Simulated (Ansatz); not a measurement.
The cluster H₄W₂⁻. Charge -1, multiplicity 4. Geometry r2SCAN-D4/def2-TZVPD; atoms count from 1.

Cartesian coordinates in Å:
```
W 0.075 -0.776 1.021
W 0.167 0.348 -0.944
H 1.347 1.727 -0.912
H -1.638 -1.133 1.029
H 0.730 0.549 1.932
H -0.680 -0.715 -2.126
```

In the def2 sets W takes a core potential; there is no spin–orbit coupling. At PBE0-D4/def2-TZVPD a doublet of charge -1 lies 0.50 eV below the quartet, each at its own geometry. That doublet is doubtful there (⟨S²⟩ 1.62, where a pure state has 0.75). Another isomer (doublet) lies 0.15 eV lower at PBE-D4/def2-TZVPD.

Question: Estimate the Mulliken populations from the PBE0/def2-TZVPD orbitals of Ansatz.

Answer: 
```csv
atom,charge (e),spin (α − β),d electrons
W1,0.07,0.77,4.68
W2,0.06,2.31,4.56
H3,-0.32,-0.04,–
H4,-0.26,0.02,–
H5,-0.25,-0.01,–
H6,-0.31,-0.05,–
```
Mulliken values and Mayer orders depend strongly on the basis. With diffuse functions, as here, like atoms can get unlike values, and bond orders can come out too low or too high.

Question: Where does the spin sit?

Answer: Summed by element: W 3.08, H -0.08, of 3 unpaired in all. Largest on single atoms: W2 2.31, W1 0.77, H6 -0.05.

Question: And the Mayer bond orders between bonded heavy atoms (over 0.3)?

Answer: W1–W2 2.65 (2.26 Å).
